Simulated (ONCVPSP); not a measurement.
**Which change was made? (Ce, ONCV)**

cerium, optimised norm-conserving Vanderbilt (ONCV), made with ONCVPSP 4.0.1 (PW91, fully relativistic). Core [Kr] 4d10, reference 4f1 5s2 5p6 5d1 6s2. Waves: 5s+6s: rc 2.65 bohr, ncon 4, nbas 8, qcut 5.9 1/bohr, 2 projectors; 5p: rc 2.00 bohr, ncon 4, nbas 8, qcut 4.5 1/bohr, 2 projectors, debl 1.2 Ha; 5d: rc 4.00 bohr, ncon 3, nbas 6, qcut 4 1/bohr, 2 projectors, debl 2.7 Ha; 4f: rc 0.85 bohr, ncon 4, nbas 7, qcut 12.3 1/bohr, 2 projectors, debl 1.5 Ha. Local part: polynomial inside 0.80 bohr (lpopt 3, dvloc0 3 Ha). Core correction: Teter function, fcfact 1.75, rcfact 1.5.

Open shells are filled in proportion to 2j + 1.

Cutoffs, loose and tight: the cutoffs (Ha) at which the residual kinetic energy of the hardest occupied pseudo-wave falls to 1 and 0.1 mHa per electron. They do not see the model core or the augmentation charge, which bear on the density cutoff. Test errors are all-electron minus pseudo excitation energies from the reference, over the configurations 4f1 5s2 5p6 5d1 6s1; 4f1 5s2 5p6 5d1 6s0; 4f1 5s2 5p6 5d0 6s0; 4f1 5s2 5p6 5d1 6s0 6p2; variants that change the core or the reference have their own tests.

The base gives: outcome: generated; cutoff, loose: 281 Ha; cutoff, tight: 374 Ha; bound ghosts: s, p3/2, d5/2, d3/2, p1/2; GHOST(+) flags above zero: f7/2, f5/2; largest test error (meV): 4 of 4 tests not solved or not reliable.

(1) After one change the result is: outcome: generated; cutoff, loose: 371 Ha; cutoff, tight: 480 Ha; bound ghosts: s, p3/2, d5/2, d3/2, p1/2; GHOST(+) flags above zero: f7/2, f5/2; largest test error (meV): 4 of 4 tests not solved or not reliable. Which change was it?
A. local potential polynomial inside 0.80 bohr (lpopt 3, dvloc0 -2 Ha)
B. f: nbas 8
C. d: nproj 3

Results:

(1) B. The others give: d: nproj 3 → outcome: generated; cutoff, loose: 281 Ha; cutoff, tight: 374 Ha; bound ghosts: s, p3/2, p1/2; GHOST(+) flags above zero: d5/2, f7/2, f5/2; largest test error (meV): +48 | local potential polynomial inside 0.80 bohr (lpopt 3, dvloc0 -2 Ha) → outcome: generated; cutoff, loose: 281 Ha; cutoff, tight: 374 Ha; bound ghosts: s, p3/2, d5/2, p1/2, d3/2; GHOST(+) flags above zero: f7/2, f5/2; largest test error (meV): +49.
